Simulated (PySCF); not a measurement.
## Electric field gradients and quadrupole coupling constants

Compound: C5H10OSi.
SMILES with atom numbers: `[CH2:1]=[CH:2]/[CH:3]=[CH:4]/[CH2:5][O:6][SiH3:7]` (hydrogens: H8, H9 on C1; H10 on C2; H11 on C3; H12 on C4; H13, H14 on C5; H15, H16, H17 on Si7)

Structure used (GFN2-xTB), in Å, numbered top down from 1:
```
atom  x, y, z in Å
C1    -3.814    0.235   -0.013
C2    -2.658   -0.150    0.519
C3    -1.400   -0.111   -0.190
C4    -0.239   -0.497    0.336
C5     1.069   -0.460   -0.386
O6     2.024    0.191    0.405
Si7    3.563    0.556    0.068
H8    -3.873    0.599   -1.026
H9    -4.737    0.203    0.539
H10   -2.621   -0.511    1.538
H11   -1.436    0.250   -1.211
H12   -0.184   -0.849    1.357
H13    1.409   -1.487   -0.589
H14    0.961    0.055   -1.349
H15    3.661    1.392   -1.134
H16    3.908    1.250    1.296
H17    4.361   -0.653   -0.169
```

Field gradients from the PBE0/pcSseg-1 density (PySCF, non-relativistic), principal values in atomic units, ordered |Vxx| ≤ |Vyy| ≤ |Vzz|:

```json
{"atom": "O6", "Vxx": "-0.5321", "Vyy": "-1.2080", "Vzz": "1.7400"}
```

**Question.** Find the asymmetry η = (Vxx − Vyy)/Vzz and the couplings χ = eQV/h (234.96 MHz × Q in barn × V in au), with Q(17O) = −0.0256 b.

**Answer.** 
```
atom         environment  nucleus     η  χzz (MHz)  χxx (MHz)  χyy (MHz)
  O6  silyl ether oxygen      17O  0.39     -10.47       3.20       7.27
```

**Question.** What is Vzz at O6 in SI units (1 au = 9.71736 × 10²¹ V/m²)?

**Answer.** 1.7400 au = 16.909 × 10²¹ V/m².

**Question.** And the gradient at the other heavy atoms, for which no coupling is worked out here?

**Answer.** 
```
atom                 environment  Vzz (au)     η
  C1        terminal =CH2 carbon     0.307  0.39
  C2            alkene CH carbon     0.337  0.50
  C3            alkene CH carbon     0.310  0.50
  C4            alkene CH carbon     0.300  0.57
  C5  sp3 carbon bound to oxygen     0.384  0.15
 Si7        oxygen-bound silicon     0.480  0.26
```

**Question.** What couplings would deuterons (Q(2H) = 0.00286 b) have in place of the hydrogens, at this geometry?

**Answer.** 
```
atom  bonded to  bond length (Å)  Vzz (au)     η  χzz (kHz)
  H8         C1            1.078    0.3353  0.06        225
  H9         C1            1.076    0.3386  0.05        228
 H10         C2            1.082    0.3231  0.06        217
 H11         C3            1.083    0.3218  0.08        216
 H12         C4            1.081    0.3248  0.07        218
 H13         C5            1.101    0.2807  0.06        189
 H14         C5            1.097    0.2866  0.07        193
 H15        Si7            1.467    0.1567  0.04        105
 H16        Si7            1.452    0.1693  0.01        114
 H17        Si7            1.468    0.1563  0.04        105
```

Geometry: GFN2-xTB, one conformer, isolated molecule. GFN2-xTB bond lengths can be off by several hundredths of an ångström, more for odd bonds, and the gradients follow them. A larger basis could move these couplings by a tenth or more.

These values come from a run that also computed NMR shieldings. Time: 45 s of wall time; peak memory 0.79 GiB. Hardware: an Arm Neoverse N1 with one thread (shared host).
